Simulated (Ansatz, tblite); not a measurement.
Cost and result up the ladder for `C#Cc1ccc(C#Cc2ccc(C#Cc3ccc(C#Cc4ccc(C#Cc5ccc(C#Cc6ccc(C#Cc7ccc(C#Cc8ccccc8)cc7)cc6)cc5)cc4)cc3)cc2)cc1` (98 atoms). Total charge 0; singlet. Geometry: PBE-D4/def2-SVP.

Cartesian coordinates in Å:
```
C 23.037 14.962 2.775
C 22.062 14.224 2.689
C 20.927 13.365 2.589
C 20.330 12.813 3.752
C 19.221 11.975 3.655
C 18.661 11.654 2.388
C 17.530 10.802 2.287
C 16.545 10.064 2.198
C 15.409 9.220 2.090
C 14.810 8.652 3.248
C 13.691 7.829 3.142
C 13.120 7.537 1.873
C 11.975 6.706 1.763
C 10.974 5.992 1.660
C 9.817 5.180 1.534
C 9.236 4.939 0.259
C 8.093 4.155 0.132
C 7.476 3.575 1.275
C 6.302 2.790 1.143
C 5.273 2.120 1.017
C 4.082 1.366 0.860
C 3.451 0.750 1.976
C 2.271 0.026 1.819
C 1.667 -0.113 0.539
C 0.454 -0.831 0.376
C -0.609 -1.439 0.223
C -1.840 -2.118 0.032
C -2.476 -2.801 1.104
C -3.693 -3.451 0.914
C -4.332 -3.445 -0.356
C -5.582 -4.088 -0.550
C -6.675 -4.631 -0.731
C -7.939 -5.237 -0.949
C -8.579 -5.989 0.074
C -9.826 -6.571 -0.142
C -10.492 -6.425 -1.390
C -11.768 -7.005 -1.610
C -12.882 -7.497 -1.809
C -14.167 -8.053 -2.043
C -14.809 -8.852 -1.058
C -16.072 -9.391 -1.289
C -16.753 -9.154 -2.515
C -18.043 -9.698 -2.750
C -19.166 -10.166 -2.956
C -20.461 -10.704 -3.195
C -21.159 -10.403 -4.394
C -22.433 -10.932 -4.624
C -23.037 -11.769 -3.669
C -22.356 -12.074 -2.478
C -21.082 -11.550 -2.238
C -16.109 -8.357 -3.501
C -14.846 -7.819 -3.271
C -9.850 -5.677 -2.415
C -8.602 -5.097 -2.200
C -3.692 -2.768 -1.430
C -2.474 -2.121 -1.241
C 2.303 0.496 -0.577
C 3.482 1.218 -0.421
C 8.061 3.811 2.549
C 9.204 4.595 2.676
C 13.721 8.103 0.715
C 14.839 8.925 0.821
C 19.261 12.207 1.224
C 20.370 13.045 1.323
H 23.897 15.613 2.851
H 20.754 13.056 4.738
H 18.765 11.553 4.563
H 15.242 8.873 4.235
H 13.236 7.397 4.045
H 9.702 5.384 -0.632
H 7.651 3.978 -0.859
H 3.906 0.856 2.971
H 1.791 -0.442 2.689
H -1.994 -2.808 2.092
H -4.177 -3.973 1.752
H -8.076 -6.106 1.044
H -10.312 -7.149 0.657
H -14.294 -9.041 -0.105
H -16.559 -10.007 -0.519
H -20.683 -9.747 -5.139
H -22.963 -10.690 -5.558
H -24.040 -12.183 -3.854
H -22.825 -12.730 -1.728
H -20.546 -11.787 -1.307
H -16.625 -8.167 -4.453
H -14.359 -7.203 -4.041
H -10.354 -5.559 -3.385
H -8.117 -4.519 -2.999
H -4.175 -2.760 -2.418
H -1.990 -1.599 -2.079
H 1.846 0.393 -1.572
H 3.963 1.687 -1.291
H 7.595 3.366 3.440
H 9.645 4.774 3.667
H 13.288 7.883 -0.272
H 15.295 9.358 -0.081
H 18.837 11.965 0.238
H 20.826 13.467 0.415
```

Ansatz on 11 threads of AMD EPYC 7R13 on a shared host and a whole NVIDIA H100 80GB HBM3; xTB runs through tblite on one thread. Times are rough, summed over both states, and most runs start from the orbitals of an earlier one. PBE0-D4/def2-TZVP serves as the yardstick here, not as an exact answer. The other state is a doublet.

The xTB rows come from tblite. Single mean-field runs in def2-TZVP are fitted with def2-universal-jkfit.

Raw xTB energies of ions are shifted by several eV.

| level | functions | vertical IE (eV) | difference from PBE0-D4/def2-TZVP (eV) |
| --- | --- | --- | --- |
| GFN1-xTB | 324 | 11.59 | 5.26 |
| PBE-D4/def2-TZVP (with forces) | 2188 | 5.87 | -0.46 |
| GFN2-xTB | 290 | 10.62 | 4.29 |
| PBE0-D4/def2-TZVP | 2188 | 6.33 | 0.00 |

(1) Estimate how long each takes.

Answers

(1) GFN2-xTB 1.5 s; GFN1-xTB 1.8 s; PBE-D4/def2-TZVP (with forces) 41 s; PBE0-D4/def2-TZVP 66 s. On shared hardware such times vary by a factor of up to 3.
